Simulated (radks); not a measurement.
Valence configurations of Te IV (all share [Kr]). Calculated with a radial shooting solver on a logarithmic mesh with Libxc functionals: Dirac Kohn-Sham, PBEsol, spin-unpolarised, spherical densities, finite nucleus; open shells are shared between the two j in proportion to 2j + 1; Fermi nuclear charge, rms radius 4.7423 fm. Energies are relative to 4d10 5s2 5p1; eigenvalues in eV.

valence           E (eV)  e(4d3/2)  e(4d5/2)  e(5p1/2)  e(5p3/2)  e(5s1/2)
4d10 5s2 5p1       0.000   -73.164   -71.680   -32.517   -31.277   -42.777
4d10 5s1.5 5p1.5   5.556   -73.822   -72.335   -32.869   -31.618   -43.172
4d10 5s1 5p2      11.136   -74.473   -72.983   -33.214   -31.953   -43.559
4d10 5s0.5 5p2.5  16.742   -75.117   -73.625   -33.552   -32.280   -43.939
4d10 5p3          22.372   -75.754   -74.260   -33.882   -32.599         -
4d9.5 5s1.5 5p2   26.606   -77.345   -75.825   -33.997   -32.682   -44.567
4d9 5s2 5p2       43.007   -80.235   -78.684   -34.765   -33.397   -45.560
4d9 5s1.5 5p2.5   48.873   -80.859   -79.307   -35.088   -33.709   -45.925
4d8 5s2 5p3       90.935   -87.273   -85.657   -36.887   -35.388   -48.203
4d7 5s2 5p4       143.86   -94.287   -92.605   -38.916   -37.284   -50.737

NIST lists [Kr] 4d10 5s2 5p1 as the ground configuration; this level of theory agrees among the configurations tried. The energies are those of spherical spin-averaged densities, not of single terms.
